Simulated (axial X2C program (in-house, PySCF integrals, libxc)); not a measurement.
## Correcting the dissociation energy of LiSc⁺ for spin–orbit coupling

A spin-free PBE0 curve (one-electron X2C) was computed with an in-house all-electron X2C program for linear molecules (integrals from PySCF), basis Sc dyall-cv3z [10s11p7d5f2g], Li dyall-cv3z [7s8p2d] (cores contracted in-house), for the state M_S = 1/2, Λ = 0 (beyond evenly filled blocks: σα). It gives D0 = 1.212 eV to Sc + Li+, which in a spin-free picture are the weighted means of the ground terms.

Measured levels of the ground terms (NIST Handbook of Basic Atomic Spectroscopic Data), in cm⁻¹: Sc 2D: J = 3/2 at 0, J = 5/2 at 168.3; Li+ 1S: J = 0 at 0.

The molecular state has Λ = 0, so it has no first-order lowering.

(1) How far does each ground level lie under the (2J+1)-weighted mean of its term?

(2) Correct D0.

Second-order spin–orbit effects in the molecule, which grow quickly with Z, are left out. One determinant describes the state; a PBE0 search over occupations chose it and may have missed a lower one. Dissociation energies refer to the lowest single-determinant-based atoms at the same level and basis. Other states lie close and PBE0, whose exact exchange favours high spin, may order them wrongly; the determinant shown need not be the ground state. The nearest other spin-free determinant of the search, M_S = 1/2, Λ = 1, lies 0.06 eV up at the distance of the search.

Results:

(1) Sc: (4 × 0 + 6 × 168.3)/10 = 101 cm⁻¹; Li+: a single level, 0.

(2) D0 = 1.212 + (0 − 101)/8065.5 = 1.199 eV at PBE0 with these spin–orbit terms.
